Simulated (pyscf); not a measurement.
## HO–Zn–SH, singlet

Gas-phase minimum from PySCF at ωB97X-D3(BJ)/def2-SVP, one conformer. 

```xyz
5

O     -0.1030     1.9384    -1.2873
Zn     0.5160     0.4228    -0.6093
S      1.2750    -1.4736     0.1001
H     -0.2510     2.6566    -0.6635
H      0.0512    -2.0394     0.1439
```
Charge 0, spin multiplicity 1.

Bond lengths (Å): O1–Zn2 1.772, O1–H4 0.963, Zn2–S3 2.162, S3–H5 1.349. Bond angles (°): Zn2–O1–H4 116.4, O1–Zn2–S3 176.6, Zn2–S3–H5 93.4.

Properties at ωB97X-D3(BJ)/def2-SVP:

```yaml
harmonic_wavenumbers_unscaled: 120, 126, 149, 395, 650, 683, 739, 2748, 3924 cm⁻¹
zero_point_energy: 13.6 kcal/mol
rotational_symmetry_number: 1
Entropy of this conformer at 298 K and 1 atm, rigid rotor and harmonic oscillator, modes under 100 cm⁻¹ raised to 100: 309.1 J/(mol K)
dipole_moment: 1.67 D
```

Single-point totals, which compare only within one level (frozen core for MP2 and CC):

```json
[
 {"level": "ωB97X-D3(BJ)/def2-TZVP", "total energy (hartree)": "-2254.10191"},
 {"level": "PBE/def2-TZVP", "total energy (hartree)": "-2253.59770"},
 {"level": "r²SCAN/def2-TZVP", "total energy (hartree)": "-2254.03735"},
 {"level": "B3LYP-D3(BJ)/def2-TZVP", "total energy (hartree)": "-2254.18973"},
 {"level": "PBE0-D3(BJ)/def2-TZVP", "total energy (hartree)": "-2253.64775"},
 {"level": "M06-2X/def2-TZVP", "total energy (hartree)": "-2254.04110"},
 {"level": "ωB97M-D3(BJ)/def2-TZVP", "total energy (hartree)": "-2254.20740"},
 {"level": "HF/def2-TZVPP", "total energy (hartree)": "-2251.46121"},
 {"level": "MP2/def2-TZVPP", "total energy (hartree)": "-2252.72033"},
 {"level": "CCSD/def2-TZVPP", "total energy (hartree)": "-2252.65478"},
 {"level": "CCSD(T)/def2-TZVPP", "total energy (hartree)": "-2252.69017"}
]
```

Soft torsions are taken as harmonic, which can shift the entropy by several J/(mol K). The CCSD(T) − MP2 part came from Ansatz, without density fitting, on the same reference. The frozen core leaves the outer d or s,p core shells of the metals and heavy elements correlated in the MP2 and CC values, and def2-TZVPP describes them poorly, so these totals are far from the basis limit. Elements up to Kr have no core potential and no relativistic terms here.
